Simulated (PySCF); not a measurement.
Input file for PySCF: R-B3LYP/6-311+G** on N2 (SMILES N#N).

```python
from pyscf import gto, scf, dft, mp
from pyscf.data.elements import chemcore

mol = gto.M(
    atom='''
    N    -0.43060379   -0.20177426    3.30949930
    N     0.36422308    0.15477156    3.96604128
    ''',
    basis='6-311+g**',
    charge=0, spin=0, verbose=3, max_memory=1800)
mf = dft.RKS(mol, xc='b3lyp')
mf.conv_tol = 1e-8
mf.max_cycle = 100
mf.kernel()
if not mf.converged:
    mf = mf.newton().run(mf.mo_coeff, mf.mo_occ)
```

Program output:

```
converged SCF energy = -109.559629460968
```

Self-consistency was reached.

Cost: about 0.8 core-seconds (a rough figure).
